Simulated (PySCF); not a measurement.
BF3, SMILES [B-](F)(F)F, charge -1, multiplicity 2. Atoms are numbered in the order given.

```xyz
4

B      0.0000     0.0000    -0.3715
F      1.1660     0.6732     0.0688
F     -1.1660     0.6732     0.0688
F      0.0000    -1.3464     0.0688
```
Charge -1, spin multiplicity 2.

Coordinates come from a PBE-D3(BJ)/def2-SVPD optimisation.

Calculation: PBE-D3(BJ)/def2-SVPD (PySCF).

No scaling factor is applied to the harmonic values.

Modes within 1.5 cm⁻¹ of each other (mostly degenerate sets) share a row, with their intensities summed.

| mode | ν (cm⁻¹) | IR (km/mol) | moving atoms (share of kinetic energy) |
|---|---|---|---|
| 1–2 | 389 | 2.1 | F 93 % |
| 3 | 561 | 4.0 | F 69 %, B 31 % |
| 4 | 780 | 61.7 | B 54 %, F 46 % |
| 5–6 | 1005 | 467.6 | B 75 %, F 25 % |
